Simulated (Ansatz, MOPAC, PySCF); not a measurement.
Pair of molecules: stibine (SMILES [SbH3]) (first 4 atoms) with stibine (SMILES [SbH3]); geometry from B3LYP-D3(BJ)/def2-TZVP, rigid monomers moved along the line of their centres of mass till Sb1···Sb5 is 6.13 Å.
(charge 0, multiplicity 1):
```xyz
8

Sb     0.345    -0.322    -0.420
H      1.607    -0.271     0.738
H     -0.448    -1.570     0.446
H     -0.533     0.878     0.431
Sb    -0.787     0.034     5.592
H     -0.381     1.639     5.153
H     -1.426     0.564     7.095
H     -2.323     0.168     4.845
```

Counterpoise-corrected where a basis set is named; no monomer relaxation. Rows marked so take none.

Frozen-core correlation. Filled d and f shells under p-block atoms count as core. CBS: X⁻³ extrapolation of the correlation energy, Hartree–Fock from the larger set. Rows in 3-21G, LANL2DZ, STO-3G carry no dispersion term and start afresh at each structure; the Pople sets are all-electron and without relativity. LANL2DZ brings its own core potentials from Na on. The state reached by AM1, PM3, PM6, PM7 isn't checked; PM7 holds dispersion and hydrogen-bond terms.

Run with Ansatz (a first-principles code); MOPAC for AM1, PM3, PM6, PM7 (differences of heats of formation); PySCF for 3-21G rows, LANL2DZ rows, STO-3G rows, the dispersion terms. Each number belongs to the level named beside it. In def2 rows elements past Kr take small-core potentials, without spin–orbit coupling.

Other levels give for the interaction energy: PBE/def2-TZVPPD -0.15; B3LYP/def2-TZVPPD 0.03; B3LYP-D3(BJ)/def2-TZVPPD -0.38; wB97M-V/def2-TZVPPD -0.31; CCSD(T)/CBS(def2-SVPD, def2-TZVPPD) -0.30 kcal/mol.

Question: What do these common cheap choices give for the same quantity: AM1, PM3, PM6, PM7, HF/STO-3G (no counterpoise), HF/3-21G (no counterpoise), B3LYP/3-21G (no counterpoise), B3LYP/LANL2DZ (no counterpoise)?

Answer: AM1 0.01; PM3 -0.01; PM6 -0.02; PM7 -0.15; HF/STO-3G (no counterpoise) 0.01; HF/3-21G (no counterpoise) -0.09; B3LYP/3-21G (no counterpoise) -0.03; B3LYP/LANL2DZ (no counterpoise) 0.01 kcal/mol. They span -0.15 to 0.01 kcal/mol.
